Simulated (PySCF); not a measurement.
**Working with the constants of ZnSb⁺**

LC-ωPBE constants of ZnSb⁺, ³Σ⁻ (triplet), unpaired electrons π ↑↑ (basis Zn def2-SVP, Sb def2-SVP with ECP28; scalar-relativistic core potentials; PySCF 2.14; masses 63.9291 and 120.9038 u):

```
ωe             : 196.0 cm⁻¹
ωexe           : 0.704 cm⁻¹
Be             : 0.060804 cm⁻¹
αe             : 0.000283 cm⁻¹
De to Zn + Sb⁺ : 2.42 eV
```

**Question.** What force constant and bond length do these constants imply?

**Answer.** Reduced mass μred = 41.818 u; k = 5.8918×10⁻⁷·μred·ωe² (u, cm⁻¹, mdyn/Å) = 0.947 mdyn/Å; Re = √(16.8576/(μred·Be)) (u, cm⁻¹, Å) = 2.575 Å.

**Question.** Estimate the centrifugal constant D from the Kratzer relation and find the Dunham coefficient a1.

**Answer.** D = 4Be³/ωe² = 2.34e-08 cm⁻¹; a1 = −1 − αeωe/(6Be²) = -3.50.

These are scalar-relativistic numbers at best; spin–orbit coupling would shift them, the dissociation energy most. For an ion De counts to the pair picked by the measured ionisation energies or electron affinities, which need not be the lowest pair at this level. The state is the lowest determinant that a PBE0 search found; another state may lie lower at other levels.
